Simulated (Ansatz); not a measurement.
System: SnBr, net charge 0, doublet state. SMILES: [Sn][Br]
Coordinates optimised at B3LYP-D3(BJ)/def2-TZVP (Ansatz, a quantum-chemistry and plane-wave program):
```xyz
2

Sn     0.0000     0.0000    -1.0486
Br     0.0000     0.0000     1.4979
```
Charge 0, spin multiplicity 2.

Property: atomisation energy (electronic, to ground-state atoms), in kJ/mol. Correlated levels leave the core frozen unless marked. Open shells are spin-unrestricted. Spin-orbit coupling is left out. Frozen are the shells of the preceding noble gas and the d and f shells that filled before the atom's block. Past Kr the def2 sets carry scalar-relativistic core potentials. STO-3G rows are all-electron and non-relativistic. The coupled-cluster limit lacks core correlation, which all-electron functionals hold. Basis-set limits of correlation are two-point, X^-3; Hartree-Fock from the larger set.

| level | program | atomisation energy (kJ/mol) | minus last row |
|---|---|---|---|
| revPBE/def2-TZVPD | Ansatz | 338.2 | -2.3 |
| r2SCAN0-D4/def2-TZVPD | Ansatz + dftd4 | 340.4 | -0.1 |
| RPA@PBE/def2-TZVPP | Ansatz | 278.3 | -62.2 |
| RPA@PBE/def2-QZVPP | Ansatz | 288.8 | -51.7 |
| MP2/STO-3G | Ansatz | 367.9 | 27.4 |
| MP2/def2-TZVPP | Ansatz | 328.8 | -11.7 |
| CCSD/def2-TZVPP | Ansatz | 307.5 | -33.0 |
| CCSD/def2-QZVPP | Ansatz | 319.7 | -20.8 |
| CCSD(T)/CBS(def2-TZVPP,def2-QZVPP) | Ansatz | 340.7 | 0.2 |
| CCSD(T)/CBS(def2-TZVPPD,def2-QZVPPD) | Ansatz | 340.5 | 0.0 |
